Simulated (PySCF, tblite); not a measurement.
Isomers of C2H10F3NSi3, one GFN2-xTB conformer each. Single-point energies are computed at PBE0/pcSseg-1 (PySCF, gas phase, no added dispersion term), electronic only.

```tsv
SMILES	GFN2-xTB relative energy (kcal/mol)
N[SiH2][C@@H]([SiH3])[SiH2]C(F)(F)F	0.0
CN[Si@@H]([SiH3])[SiH2]C(F)(F)F	7.2
```

Conformers: `[NH2:1][SiH2:2][C@@H:3]([SiH3:4])[SiH2:5][C:6]([F:7])([F:8])[F:9]` with H–N1–Si2–C3 62° and -165°, N1–Si2–C3–Si4 179°, Si2–C3–Si5–C6 -48°; `[CH3:1][NH:2][Si@@H:3]([SiH3:4])[SiH2:5][C:6]([F:7])([F:8])[F:9]` with C1–N2–Si3–Si4 49°, N2–Si3–Si5–C6 -163°.

**Question.** What does PBE0/pcSseg-1 give for the same structures?

**Answer.** 
| SMILES | PBE0/pcSseg-1 E (Eh) | PBE0/pcSseg-1 (kcal/mol) | GFN2-xTB (kcal/mol) | point group |
| --- | --- | --- | --- | --- |
| N[SiH2][C@@H]([SiH3])[SiH2]C(F)(F)F | -1304.14723 | 0.0 | 0.0 | C1 |
| CN[Si@@H]([SiH3])[SiH2]C(F)(F)F | -1304.11619 | 19.5 | 7.2 | C1 |

Both levels put the same isomer lowest. As drawn, the higher has an Si–Si bond, which the lower lacks.

**Question.** Which frontier levels, dipoles and rotational constants go with these structures?

**Answer.** 
| SMILES | HOMO (eV, PBE0/pcSseg-1) | LUMO (eV) | dipole (D) | A, B, C (MHz) |
| --- | --- | --- | --- | --- |
| N[SiH2][C@@H]([SiH3])[SiH2]C(F)(F)F | -7.59 | -0.21 | 2.20 | 1124, 766.6, 580.1 |
| CN[Si@@H]([SiH3])[SiH2]C(F)(F)F | -7.00 | -1.26 | 3.95 | 1569, 538.0, 446.6 |

**Question.** What happens when harmonic zero-point energies from GFN2-xTB frequencies are added?

**Answer.** 
```tsv
SMILES	ZPE (kcal/mol)	electronic (kcal/mol)	with ZPE (kcal/mol)
N[SiH2][C@@H]([SiH3])[SiH2]C(F)(F)F	70.5	0.0	0.0
CN[Si@@H]([SiH3])[SiH2]C(F)(F)F	72.0	19.5	21.0
```

The zero-point energies span 1.5 kcal/mol. The order is unchanged.
